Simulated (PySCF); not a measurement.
# Potential energy of SnBi along the bond

Set-up: PySCF, scalar-relativistic core potentials, basis sets Sn cc-pVDZ-PP with ECP28, Bi cc-pVDZ-PP with ECP60. Energies in eV from Sn + Bi in their ground configurations at the same level. State: ²Π (doublet), unpaired electrons π ↑.

All columns are PBE0. A positive dipole means Sn(−)Bi(+).

| R (Å) | E (eV) | μ (D) | Mulliken charge on Sn (basis-dependent) | HOMO (eV) | LUMO (eV) | Mayer bond order | ⟨S²⟩ |
| --- | --- | --- | --- | --- | --- | --- | --- |
| 2.337 | -0.876 | -0.04 | 0.04 | -5.72 | -4.37 | 2.31 | 0.75 |
| 2.446 | -1.571 | -0.24 | 0.06 | -5.79 | -4.18 | 2.30 | 0.75 |
| 2.555 | -1.941 | -0.44 | 0.08 | -5.60 | -4.01 | 2.30 | 0.76 |
| 2.636 | -2.067 | -0.60 | 0.09 | -5.47 | -3.90 | 2.28 | 0.77 |
| 2.718 | -2.097 | -0.75 | 0.10 | -5.35 | -3.80 | 2.25 | 0.79 |
| 2.800 | -2.061 | -0.85 | 0.10 | -5.25 | -3.72 | 2.15 | 0.87 |
| 2.908 | -1.952 | -0.91 | 0.10 | -5.18 | -3.63 | 1.93 | 1.06 |
| 3.207 | -1.515 | -1.08 | 0.09 | -5.12 | -3.46 | 1.40 | 1.48 |

A fit through these points gives, at Re = 2.710 Å, μ = -0.73 D and dμ/dR = -1.59 D/Å; the reduced mass is 76.19 u.

Problem. How strong is the fundamental in the double-harmonic approximation, I = 42.26·(dμ/dR)²/μred km/mol?

Solution. I = 42.26·(-1.59)²/76.19 = 1.40 km/mol at PBE0.

⟨S²⟩ of the unrestricted solution departs from its pure value on part of the curve, where spin states mix. These are scalar-relativistic numbers at best; spin–orbit coupling would shift them, the dissociation energy most. The state was picked by a PBE0 search and need not be the measured ground state.
